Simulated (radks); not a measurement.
The numbers below are computed, except where a source is named.
Excited configurations of the iodine ion I3+: one electron is placed in a higher orbital outside [Kr] 4d10 5s2 5p1. The ground configuration is [Kr] 4d10 5s2 5p2. Code: a radial shooting solver on a logarithmic mesh with Libxc functionals. Model: Dirac Kohn-Sham, PBE, spin-unpolarised, spherical densities, point nucleus; open shells fill j = l - 1/2 first. Excitation = E - E(ground); binding = E(ion) - E, where the ion is the core of charge +4; n* = 4/sqrt(2 binding) in atomic units, and the quantum defect is n - n*.

| outer orbital | excitation (eV) | binding (eV) | n* | quantum defect | eigenvalue (eV) |
|---|---|---|---|---|---|
| 4f5/2 | 22.006 | 18.312 | 3.448 | 0.552 | -13.870 |
| 5d3/2 | 16.297 | 24.021 | 3.010 | 1.990 | -20.240 |
| 5f5/2 | 28.450 | 11.869 | 4.283 | 0.717 | -10.068 |
| 6s1/2 | 18.248 | 22.070 | 3.141 | 2.859 | -19.477 |
| 6p1/2 | 21.685 | 18.633 | 3.418 | 2.582 | -16.413 |
| 6d3/2 | 27.006 | 13.312 | 4.044 | 1.956 | -11.686 |
| 6f5/2 | 32.215 | 8.104 | 5.183 | 0.817 | -7.041 |
| 7s1/2 | 27.488 | 12.830 | 4.119 | 2.881 | -11.447 |
| 7p1/2 | 29.048 | 11.270 | 4.395 | 2.605 | -10.018 |
| 7d3/2 | 31.685 | 8.633 | 5.022 | 1.978 | -7.655 |
| 7f5/2 | 34.493 | 5.825 | 6.113 | 0.887 | -5.155 |

The Delta-SCF ionisation energy is 40.318 eV (NIST Atomic Spectra Database: 40.36 eV, measured). Self-interaction in the functional shifts the binding energies and quantum defects, so they are the method's values and not measured ones. Spin polarisation and multiplet splitting are left out, so open shells lie too high by an amount that depends on their filling.

Beside tabulated values, note that spin-unpolarised runs miss the spin-polarisation part of the exchange energy of open shells.
